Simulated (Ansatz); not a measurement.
`[Cl][Sn][Cl]` + `CC/C(F)=C\F` → `C[CH2][Sn][Cl]` + `F/C=C(\F)Cl` at 600 K and 1 bar (formal exchange of groups at the Sn–Cl bond).

Program: Ansatz. Geometries: PBE0-D4/def2-TZVP. ΔE: electronic, gas phase. CCSD(T)/CBS adds triple-zeta CCSD(T) − MP2 to the extrapolated MP2 energy (def2 sets, frozen cores). Double bonds are as drawn, so ΔE can hold a change between cis and trans. Elements past krypton have def2 core potentials. For Sn outer-core shells are correlated without core-valence functions, which leaves a few kJ/mol of doubt a bond. One conformer a species, not always the lowest.

```csv
species,CCSD(T)/CBS energy (Eh),H − E (kJ/mol),S (J/(mol·K))
`[Cl][Sn][Cl]`,-1133.69328,35.5,345.1
`CC/C(F)=C\F`,-355.36850,307.1,428.9
`C[CH2][Sn][Cl]`,-752.96755,223.2,431.5
`F/C=C(\F)Cl`,-736.00915,115.0,362.8
```

H − E and S are ideal-gas, rigid-rotor, harmonic terms from PBE0-D4/def2-TZVP, for one conformer and one mirror image of each species. 1 Eh = 2625.50 kJ/mol, R = 8.31446 J/(mol·K).

Question: By hand: ΔE, ΔH, ΔS and ΔG.

Answer: ΔE = (-752.96755) + (-736.00915) − (-1133.69328) − (-355.36850) = 0.08508 Eh = 223.4 kJ/mol. Δ(H − E) = 223.2 + 115.0 − 35.5 − 307.1 = -4.4, so ΔH = 219.0 kJ/mol. ΔS = 431.5 + 362.8 − 345.1 − 428.9 = 20.3 J/(mol·K). ΔG = 219.0 − 600 × (20.3)/1000 = 206.8 kJ/mol.

Question: By hand: the equilibrium constant, and the temperature at which ΔG would vanish if ΔH and ΔS stayed fixed.

Answer: log₁₀ K = −ΔG/(RT ln 10) = -18.0. ΔG = 0 at ΔH/ΔS = 10788 K, far beyond where these terms or the molecules hold.

ΔH outweighs TΔS. A doubt of 5 kJ/mol in ΔE shifts log₁₀ K by 0.4 here. Other conformers and mirror images would add mixing entropy, several J/(mol·K) or more a flexible species. Modes under 60 cm⁻¹, often nearly free rotors, make the harmonic entropy too high. These are equilibria of isolated gas molecules and say nothing of rates. Largest T1 diagnostic: 0.014 (customary marks: 0.02 for closed shells, 0.045 for open ones).
